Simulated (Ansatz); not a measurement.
The lowest singlet and triplet of ClIn (SMILES [Cl][In]); geometries from B3LYP-D3(BJ)/def2-TZVP, each state relaxed from the structure named, with no frequency check.
Singlet at the triplet's geometry (charge 0, multiplicity 1):
| atom | x (Å) | y (Å) | z (Å) |
|---|---|---|---|
| Cl | 0.0000 | 0.0000 | -1.7837 |
| In | 0.0000 | 0.0000 | 0.6188 |

A positive gap puts the triplet lower; no zero-point energy. R- takes a restricted singlet. U- takes an unrestricted singlet (broken symmetry where lower, unprojected). The triplet is unrestricted in single-reference levels. Active spaces average the two states.

Frozen-core correlation. Filled d and f shells under p-block atoms count as core.

The values were computed with Ansatz (a first-principles code).  In def2 rows elements past Kr take small-core potentials, without spin–orbit coupling.

```csv
level,"gap E(singlet) − E(triplet), vertical, at the triplet's geometry (kJ/mol)"
U-HF/def2-QZVPP,-247.9
U-SVWN5/def2-TZVPP,?
R-PBE0/def2-TZVPP,?
R-MP2/def2-TZVPP,-299.5
R-SCS-MP2/def2-SVP,-303.7
"SA-CASSCF(2,3)/def2-TZVPP",-310.0
"SC-NEVPT2 on SA-CASSCF(2,3)/def2-QZVPP",-319.0
"FIC-MRCISD+Q on SA-CASSCF(2,3)/def2-TZVPP",-314.4
"FIC-MRCISD+Q on SA-CASSCF(2,3)/def2-QZVPP",-316.3
```

Task: What belongs in the gaps?

Result: 
- U-SVWN5/def2-TZVPP, gap E(singlet) − E(triplet), vertical, at the triplet's geometry (kJ/mol): -358.7
- R-PBE0/def2-TZVPP, gap E(singlet) − E(triplet), vertical, at the triplet's geometry (kJ/mol): -329.7
